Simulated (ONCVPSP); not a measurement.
**Which change was made? (Re, ONCV)**

Re (Z = 75), optimised norm-conserving Vanderbilt (ONCV), made with ONCVPSP 4.0.1 (PBE, fully relativistic). Core [Kr] 4d10 4f14, reference 5s2 5p6 5d5 6s1 6p1. Waves: 5s+6s: rc 1.45 bohr, ncon 5, nbas 8, qcut 6.6 1/bohr, 2 projectors; 5p+6p: rc 2.35 bohr, ncon 3, nbas 6, qcut 6.2 1/bohr, 2 projectors; 5d: rc 2.35 bohr, ncon 5, nbas 10, qcut 5.4 1/bohr, 1 projector. Local part: polynomial inside 1.05 bohr (lpopt 5, dvloc0 0 Ha). Core correction: Teter function, fcfact 3.75, rcfact 1.15.

Open shells are filled in proportion to 2j + 1.

Cutoffs, loose and tight: the cutoffs (Ha) at which the residual kinetic energy of the hardest occupied pseudo-wave falls to 1 and 0.1 mHa per electron. They do not see the model core or the augmentation charge, which bear on the density cutoff. Test errors are all-electron minus pseudo excitation energies from the reference, over the configurations 5s2 5p6 5d5 6s2 6p0; 5s2 5p6 5d5 6s1 6p0; 5s2 5p6 5d5 6s0 6p0; 5s2 5p6 5d5 6s1.5 6p0; variants that change the core or the reference have their own tests.

The base gives: outcome: generated; cutoff, loose: 61 Ha; cutoff, tight: 79 Ha; bound ghosts: none; GHOST(+) flags above zero: s; largest test error (meV): +4.4.

Question: After one change the result is: outcome: generated; cutoff, loose: 61 Ha; cutoff, tight: 79 Ha; bound ghosts: none; GHOST(+) flags above zero: s; largest test error (meV): -3.1. Which change was it?
A. reference 5s2 5p6 5d5 6s1; wave 5p+6p: rc 2.35 bohr, ncon 3, nbas 6, qcut 6.2 1/bohr, 2 projectors becomes 5p: rc 2.35 bohr, ncon 3, nbas 6, qcut 6.2 1/bohr, 2 projectors, debl 0.6 Ha
B. scalar-relativistic
C. all radii but the core radius scaled by about 1.17 (s 1.70, p 2.74, d 2.74 bohr); local potential polynomial inside 1.22 bohr (lpopt 5, dvloc0 0 Ha)

Answer: B. The others give: reference 5s2 5p6 5d5 6s1; wave 5p+6p: rc 2.35 bohr, ncon 3, nbas 6, qcut 6.2 1/bohr, 2 projectors becomes 5p: rc 2.35 bohr, ncon 3, nbas 6, qcut 6.2 1/bohr, 2 projectors, debl 0.6 Ha → outcome: generated, projector energies reset by the program; cutoff, loose: 61 Ha; cutoff, tight: 79 Ha; bound ghosts: none; GHOST(+) flags above zero: s; largest test error (meV): +9.6 | all radii but the core radius scaled by about 1.17 (s 1.70, p 2.74, d 2.74 bohr); local potential polynomial inside 1.22 bohr (lpopt 5, dvloc0 0 Ha) → outcome: generated; cutoff, loose: 20 Ha; cutoff, tight: 50 Ha; bound ghosts: p3/2; GHOST(+) flags above zero: s; largest test error (meV): -2.4.
